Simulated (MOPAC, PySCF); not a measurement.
Stepwise substitution at one centre (Ga F-NH2). Gas-phase values, no solvent. One relaxed conformer stands for each flexible species; it need not be the lowest. Strings in code marks are SMILES.

Quantity: vertical ionisation energy (energy after one electron is removed minus that of the parent at the parent's geometry), in eV.

Level 1: B3LYP/6-31G* // PBE0-D4/def2-TZVP (PySCF)
Level 2: minus the HOMO energy of B3LYP/6-31G* // PBE0-D4/def2-TZVP (PySCF)
Level 3: minus the HOMO energy of PBE0-D4/def2-TZVP (PySCF)
Level 4: minus the HOMO energy of PM7 // PBE0-D4/def2-TZVP (MOPAC)

| species | level 1 | level 2 | level 3 | level 4 |
|---|---|---|---|---|
| `[NH2][Ga]([F])[F]` | 10.72 | 7.75 | 8.33 | 10.80 |
| `[F][Ga]([F])[F]` | 14.09 | 10.96 | 11.77 | 14.51 |
